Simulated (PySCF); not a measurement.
Geometry (Å), atoms numbered from 1 in this order:
```xyz
17

C     2.4682    0.4818    0.4054
C     1.2303    0.1323    0.0963
C     0.5899   -1.1493   -0.3808
C    -0.7795   -0.4277   -0.3594
C    -1.7888   -0.9566    0.6444
F    -2.3351   -2.1415    0.2090
C    -0.0591    0.8246    0.0985
C    -0.4593    2.0520    0.3864
H     2.7039    1.4769    0.7422
H     3.2865   -0.2145    0.3328
H     0.6729   -1.9853    0.3122
H     0.9145   -1.4782   -1.3662
H    -1.2576   -0.3424   -1.3378
H    -1.3191   -1.1596    1.6129
H    -2.6199   -0.2552    0.7742
H     0.2380    2.8090    0.7015
H    -1.4927    2.3458    0.3118
```

Geometry: GFN2-xTB; GIAO shifts from PySCF 2.14, gas phase, non-relativistic, averaged over equivalent atoms.

At LDA/ANO-RCC-VDZP (157 basis functions, 96 s wall time on 1 thread of an Intel Xeon Platinum 8488C, shared host):
| atoms | δ (ppm) |
| --- | --- |
| C7 | 151.9 |
| C2 | 151.2 |
| C1 | 105.7 |
| C8 | 104.6 |
| C5 | 93.8 |
| C4 | 43.9 |
| C3 | 33.2 |
| F6 | -282.9 |
| H9 | 5.91 |
| H16 | 5.89 |
| H10 | 5.35 |
| H17 | 5.21 |
| H15 | 5.01 |
| H14 | 4.61 |
| H13 | 3.50 |
| H12 | 3.08 |
| H11 | 2.59 |

Scale: ¹³C (186.98 ppm), ¹H (31.32 ppm) against TMS; ¹⁹F (142.60 ppm) vs CFCl3 (reference shieldings calculated alike).

Q: What do these become at PBE0/pcSseg-1?

A: 
```json
{"atoms": "C7", "δ at PBE0/pcSseg-1": "154.0", "change": "+2.1"}
{"atoms": "C2", "δ at PBE0/pcSseg-1": "153.3", "change": "+2.1"}
{"atoms": "C1", "δ at PBE0/pcSseg-1": "113.3", "change": "+7.6"}
{"atoms": "C8", "δ at PBE0/pcSseg-1": "112.0", "change": "+7.4"}
{"atoms": "C5", "δ at PBE0/pcSseg-1": "90.3", "change": "-3.5"}
{"atoms": "C4", "δ at PBE0/pcSseg-1": "43.0", "change": "-0.9"}
{"atoms": "C3", "δ at PBE0/pcSseg-1": "35.5", "change": "+2.3"}
{"atoms": "F6", "δ at PBE0/pcSseg-1": "-247.3", "change": "+35.6"}
{"atoms": "H9", "δ at PBE0/pcSseg-1": "5.77", "change": "-0.14"}
{"atoms": "H16", "δ at PBE0/pcSseg-1": "5.69", "change": "-0.20"}
{"atoms": "H10", "δ at PBE0/pcSseg-1": "5.28", "change": "-0.07"}
{"atoms": "H17", "δ at PBE0/pcSseg-1": "5.14", "change": "-0.07"}
{"atoms": "H15", "δ at PBE0/pcSseg-1": "4.83", "change": "-0.18"}
{"atoms": "H14", "δ at PBE0/pcSseg-1": "4.49", "change": "-0.12"}
{"atoms": "H13", "δ at PBE0/pcSseg-1": "3.25", "change": "-0.25"}
{"atoms": "H12", "δ at PBE0/pcSseg-1": "3.00", "change": "-0.08"}
{"atoms": "H11", "δ at PBE0/pcSseg-1": "2.60", "change": "+0.01"}
```

Referencing at the same level of theory: ¹³C (186.93 ppm), ¹H (31.72 ppm) against TMS; ¹⁹F (170.95 ppm) against CFCl3.

The largest change is at F6 (fluorine on an sp3 carbon). Cost: 181 basis functions, 25 s wall time on 1 thread of an Intel Xeon Platinum 8488C, shared host. The order of the carbon signals is the same at both levels.

Unscaled 19F shifts against computed CFCl3 carry errors that often reach 10 to 50 ppm.
